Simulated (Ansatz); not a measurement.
Basis-set series for C$_{3}$H$_{10}$MoN$_{2}$O$_{2}$, SMILES `C[N]=[Mo](=[O])([OH])[N](C)C`. Total charge 0; spin multiplicity 1. Mo takes the def2 core potential. Geometry: relaxed with PBE0-D4/def2-TZVP. It is one conformer, not always the lowest.

```
functional       basis  functions  energy (Eh)  HOMO (eV)  LUMO (eV)
   PBE0-D4    def2-SVP        179   -447.88196      -6.68      -1.02
   PBE0-D4  def2-TZVPP        413   -448.34697      -6.75      -1.10
   ωB97M-V    def2-SVP        179   -448.03976      -8.88       1.03
   ωB97M-V  def2-TZVPP        413   -448.52198      -8.96       0.88
```

Q: Give the rows for def2-QZVPP. (Best estimate.)

A: Ansatz gave: 
```json
{"functional": "PBE0-D4", "basis": "def2-QZVPP", "functions": "780", "energy (Eh)": "-448.37254", "HOMO (eV)": "-6.77", "LUMO (eV)": "-1.13"}
{"functional": "ωB97M-V", "basis": "def2-QZVPP", "functions": "780", "energy (Eh)": "-448.54695", "HOMO (eV)": "-8.99", "LUMO (eV)": "0.56"}
```

Positive LUMOs are unbound and depend on the basis.
